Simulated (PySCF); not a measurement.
## H₂GeO + 2 Cl₂ → GeOCl₂ + 2 HCl

Level: PBE0 in the def2-TZVP basis family, all electrons, no relativity, computed in PySCF with density fitting; open shells unrestricted.

| species | state and structure | E (Eh) | ZPE (kJ/mol) | H(298 K) − H(0) (kJ/mol) | S° (J/(mol K)) |
| --- | --- | --- | --- | --- | --- |
| H₂GeO | singlet, C2v, Ge–H 1.542 Å (×2), Ge–O 1.632 Å; H–Ge–H 113.2°, H–Ge–O 123.4° (×2) | -2153.06709 | 43.7 | 11.0 | 248.5 |
| Cl₂ | singlet, D∞h, Cl–Cl 1.982 Å | -920.08940 | 3.5 | 9.1 | 222.5 |
| GeOCl₂ | singlet, C2v, Ge–Cl 2.110 Å (×2), Ge–O 1.623 Å; Cl–Ge–Cl 106.9°, Cl–Ge–O 126.6° (×2) | -3072.10202 | 14.6 | 16.0 | 317.3 |
| HCl | singlet, C∞v, H–Cl 1.279 Å | -460.66440 | 17.9 | 8.7 | 186.6 |

Question: What is the electronic reaction energy?

Answer: At PBE0/def2-TZVP, ΔE = -485.5 kJ/mol from the differences of the total energies times 2625.5, downhill. 

Question: Add zero-point, thermal and entropy terms for 298.15 K and 1 bar.

Answer: ΔZPE = -0.3 and Δ[H(298) − H(0)] = 4.2 kJ/mol give ΔH° = -481.6 kJ/mol. ΔS° = -3.0 J/(mol K), so ΔG° = -481.6 − 298.15 × (-0.0030) = -481 kJ/mol.

Only the bonding shown was studied: isomers, or loss of a ligand pair, can lie lower.
